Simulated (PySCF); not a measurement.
## Optical rotation: `F[C@@H]1CO[CH2][Ge@@H]1[F]`, C$_{3}$H$_{6}$F$_{2}$GeO

Geometry (Å), atoms numbered from 1 in this order:
```xyz
13

F     1.6095    0.0219   -1.6411
C     1.1953   -0.2913   -0.3654
C     0.0576   -1.3090   -0.4005
O    -1.1976   -0.6792   -0.5440
C    -1.4441    0.2617    0.4666
Ge    0.2831    1.3110    0.4807
F     0.2167    2.6012   -0.6967
H     2.0705   -0.6844    0.1552
H     0.0797   -1.8994    0.5283
H     0.1562   -1.9715   -1.2615
H    -2.3156    0.8401    0.1672
H    -1.6364   -0.2281    1.4292
H     0.9208    2.0276    1.6642
```

Level of theory: TDDFT CAM-B3LYP/def2-SVPD circular dichroism and optical rotation, one conformer, gas phase (PySCF 2.14.0). Geometry: GFN2-xTB.

The calculation is non-relativistic, which matters for the atoms heavier than Zn.

Stereocentres: C2 S, Ge6 S.

What is the specific rotation at 633, 589.3, 546, 436, 405, 365, 355 nm?

[α] in deg dm⁻¹ (g/mL)⁻¹:
| λ (nm) | origin-invariant length gauge | modified velocity gauge | length gauge (centre of mass) | isotropic polarisability (au) |
| --- | --- | --- | --- | --- |
| 633 | +30.2 | +24.7 | +31.2 | 69.3 |
| 589.3 | +36.0 | +29.6 | +37.2 | 69.6 |
| 546 | +43.7 | +36.1 | +45.1 | 69.9 |
| 436 | +81.3 | +68.5 | +83.8 | 71.2 |
| 405 | +101.8 | +86.5 | +104.8 | 71.8 |
| 365 | +143.2 | +123.2 | +147.1 | 72.9 |
| 355 | +157.8 | +136.2 | +162.0 | 73.2 |

And for the mirror image at 589.3 nm?

-36.0 deg dm⁻¹ (g/mL)⁻¹ (origin-invariant length gauge): the same size and the opposite sign.

What is the molar rotation [Φ] = [α]·M/100 of the geometry above at 589.3 nm?

With M = 168.71 g/mol, +60.8 deg cm² dmol⁻¹ (origin-invariant length gauge).

The first excitation lies at 5.99 eV (207 nm) with R = +1.2 × 10⁻⁴⁰ esu² cm² (velocity form).
